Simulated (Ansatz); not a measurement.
Ansatz (a first-principles code) input for CH₈O₃Si₂, SMILES O[SiH2][Si](C)(O)O, PBE0/def2-SVPD. Coordinates come from a TPSSh-D3(BJ)/def2-SVP optimisation. The structure was generated by enumeration, and PubChem lists no compound with its InChIKey, so it may never have been made. The values are those of a single conformer.

Ansatz 0.2 input:
```yaml
crystal:
  periodic: [false, false, false]
  atoms:
    - {symbol: C, position_ang: [2.22366465, 0.45978642, 0.82568162]}
    - {symbol: Si, position_ang: [0.57013895, -0.29275154, 0.37590412]}
    - {symbol: O, position_ang: [-0.43994875, -0.07807666, 1.69418795]}
    - {symbol: O, position_ang: [0.74295333, -1.90191189, -0.06386572]}
    - {symbol: Si, position_ang: [-0.69603488, 0.68424560, -1.33376018]}
    - {symbol: O, position_ang: [-2.18136611, 0.64857636, -0.51246123]}
    - {symbol: H, position_ang: [2.12187992, 1.53960949, 1.01998866]}
    - {symbol: H, position_ang: [2.96385712, 0.31622786, 0.02227393]}
    - {symbol: H, position_ang: [2.62109460, -0.00634675, 1.74393929]}
    - {symbol: H, position_ang: [-1.36485471, 0.03259073, 1.40711249]}
    - {symbol: H, position_ang: [1.15894799, -2.47798751, 0.59449313]}
    - {symbol: H, position_ang: [-0.77489163, -0.06110757, -2.62472489]}
    - {symbol: H, position_ang: [-0.31465514, 2.09057267, -1.67392486]}
    - {symbol: H, position_ang: [-2.96393064, 0.97810345, -0.97615081]}
basis:
  gaussian:
    orbitals: def2-SVPD
hamiltonian:
  xc: {name: PBE0}
```

Log of the run:

```
WARN ansatz: RAYON_NUM_THREADS=2 ignored (pool sized by the plan → 2); use --threads N
Functional definition: PBE0
integrals: 0.16 GiB planned
1726 factors; their error is unknown
mean field: 1.43 GiB planned
mean field evaluation 1: about -23028.9944 eV, gradient 8.9e1 eV
mean field evaluation 2: about -23006.3999 eV, gradient 1.4e2 eV
mean field evaluation 4: about -23043.1810 eV, gradient 5.8e0 eV
mean field evaluation 8: about -23043.3939 eV, gradient 2.2e-1 eV
mean field evaluation 16: about -23043.3940 eV, gradient 4.2e-5 eV
mean field -23043.39400824 eV, -846.8291104293 hartree, gradient 4.2e-5 eV, S^2 0.000000; 0 other end points of the search recorded, 0 dependent functions left out
reference -23043.39405456 eV, -846.8291121317 hartree; 33, 33 occupied and 168, 168 virtual orbitals, 1726 factors
Total energy: -23043.39405456 eV, -846.8291121317 hartree
```

The calculation finished and met its thresholds.

Cost: around 6 core-seconds (rough).
